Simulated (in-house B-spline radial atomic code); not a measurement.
Radial electron density of Hf, [Xe] 4f14 5d2 6s2. Level of theory: scalar-relativistic (X2C) HSE06, spin-polarised, spherical fractional occupations, exact exchange averaged over the configuration, Fermi nucleus of rms radius 5.347 fm; calculated with a B-spline radial code for spherical atoms.

One-electron X2C: radii and densities carry no picture-change correction, so inner-shell <1/r> comes out high (for 1s by about 2 % at Z = 33, 5 % at 54, 10 % at 75, 30 % at 118) and <r> low.

Columns: r (bohr), 4πr²n(r) (electrons per bohr), bar.

```
0.000438    3.481 #
 0.00055    4.804 ##
0.000691    6.605 ##
0.000868    9.035 ###
 0.00109    12.28 ####
 0.00137    16.59 ######
 0.00172    22.16 ########
 0.00216    29.26 ##########
 0.00271    38.03 #############
 0.00341    48.66 #################
 0.00428    60.61 #####################
 0.00538    73.36 #########################
 0.00675    85.44 #############################
 0.00848    95.15 ################################
  0.0107    100.4 ##################################
  0.0134    99.87 ##################################
  0.0168     94.4 ################################
  0.0211    87.81 ##############################
  0.0265    86.56 #############################
  0.0333       96 #################################
  0.0418    114.2 #######################################
  0.0525    129.6 ############################################
   0.066    128.4 ############################################
  0.0829    111.5 ######################################
   0.104    99.92 ##################################
   0.131      109 #####################################
   0.164    119.3 #########################################
   0.206    101.6 ###################################
   0.259    68.53 #######################
   0.325    59.45 ####################
   0.409    69.79 ########################
   0.513    64.76 ######################
   0.644     42.8 ###############
   0.809     24.9 ########
    1.02    16.53 ######
    1.28    11.27 ####
     1.6    6.444 ##
    2.01    3.172 #
    2.53    1.759 #
    3.18     1.17 
    3.99   0.7037 
    5.01   0.3065 
     6.3  0.08979 
    7.91  0.01654 
    9.93  0.00173 
    12.5 8.588e-05
```

On this grid the curve has 4 maxima, near 0.0107, 0.0525, 0.164, 0.409 bohr.

The 6s down radial function P(r) = rR(r), positive near the nucleus:

| r (bohr) | P |
| --- | --- |
| 0.000278 | 0.008761 |
| 0.000438 | 0.01214 |
| 0.000691 | 0.0167 |
| 0.00109 | 0.02271 |
| 0.00172 | 0.03034 |
| 0.00271 | 0.03932 |
| 0.00428 | 0.04852 |
| 0.00675 | 0.0546 |
| 0.0107 | 0.051 |
| 0.0168 | 0.02874 |
| 0.0265 | -0.01772 |
| 0.0418 | -0.06932 |
| 0.066 | -0.06489 |
| 0.104 | 0.03945 |
| 0.164 | 0.1102 |
| 0.259 | -0.05016 |
| 0.409 | -0.1509 |
| 0.644 | 0.1312 |
| 1.02 | 0.2386 |
| 1.6 | -0.1714 |
| 2.53 | -0.5629 |
| 3.99 | -0.5036 |
| 6.3 | -0.1965 |
| 9.93 | -0.02865 |
